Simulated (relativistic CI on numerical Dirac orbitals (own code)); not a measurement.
Slater and spin-orbit integrals, W20+

Computed by Dirac-Coulomb-Breit CI, KLI orbitals optimised for each configuration, a model potential for QED, unscaled Slater integrals (own radial code, finite nucleus).

Slater integrals F^k, G^k are unscaled and averaged over j, outside the closed core [Ar] 3d10 4p6 4d10; ζ comes from projecting the Hamiltonian with its Breit term on Σ l·s of the shell.

- 4s2.4f8: F^2(4f,4f) = 207990, F^4(4f,4f) = 134160, F^6(4f,4f) = 97641, ζ(4f) = 6340.8 cm⁻¹; <r>(4f) = 0.4919, <r^2>(4f) = 0.282 (bohr units).
- 4s2.4f7.5s: F^2(4f,4f) = 210710, F^4(4f,4f) = 136030, F^6(4f,4f) = 99041, ζ(4f) = 6533.2, G^3(4f,5s) = 33881 cm⁻¹; <r>(4f) = 0.4866, <r^2>(4f) = 0.2757, <r>(5s) = 0.8646, <r^2>(5s) = 0.8319 (bohr units).
- 4s2.4f6.5s2: F^2(4f,4f) = 213690, F^4(4f,4f) = 138080, F^6(4f,4f) = 100580, ζ(4f) = 6728.1 cm⁻¹; <r>(4f) = 0.4809, <r^2>(4f) = 0.269 (bohr units).

Averages of the first 5 configurations, taken without configuration mixing, which lowers the lowest level and can move excited configurations by several eV; other configurations of the list can lie among them:

```tsv
Configuration	Parity	States	Average energy above the lowest level (eV)
4s2.4f8	even	3003	19.3
4s2.4f7.5s	odd	6864	60.5
4s2.4f6.5s2	even	3003	110.0
4s2.4f7.6s	odd	6864	266.2
4f10	even	1001	1180.9
```
